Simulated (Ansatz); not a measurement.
Correlation energies of `C[CH2][Ge][O]C` by basis set

Z-matrix (Å, degrees):
```
C
C 1 1.519
H 1 1.091 2 111.3
H 1 1.091 2 111.4 3 118.7
H 1 1.094 2 111.6 3 -120.7
Ge 2 1.993 1 118.5 3 -59.4
H 2 1.100 1 111.3 3 62.6
H 2 1.100 1 111.4 3 178.5
O 6 1.790 2 96.0 1 0.0
C 9 1.406 6 121.7 2 -179.9
H 10 1.095 9 109.7 6 120.7
H 10 1.098 9 112.6 6 -0.0
H 10 1.095 9 109.7 6 -120.7
```

Charge 0, multiplicity 1. Correlated methods include outer-core shells of Ge, which these sets cover unevenly. Scalar relativity is left out up to krypton. The geometry is a stationary point of PBE0-D4/def2-TZVP. It is one conformer, not always the lowest. Frozen core, restricted reference, the Gaussian-basis code of Ansatz.

| basis | HF (Eh) | MP2 corr. | CCSD corr. | (T) | CCSD(T) total |
| --- | --- | --- | --- | --- | --- |
| def2-SVP | ? | -0.83147 | -0.87900 | -0.02635 | ? |
| def2-TZVPP | -2268.56083 | ? | ? | -0.04158 | ? |
| def2-QZVPP | -2268.61221 | ? | – | – | – |

Task: Fill in the withheld values. (Estimate.)

Result: The calculation gave: def2-SVP HF (Eh): -2268.07218; def2-SVP CCSD(T) total: -2268.97753; def2-TZVPP MP2 corr.: -1.00286; def2-TZVPP CCSD corr.: -1.04095; def2-TZVPP CCSD(T) total: -2269.64336; def2-QZVPP MP2 corr.: -1.31977.
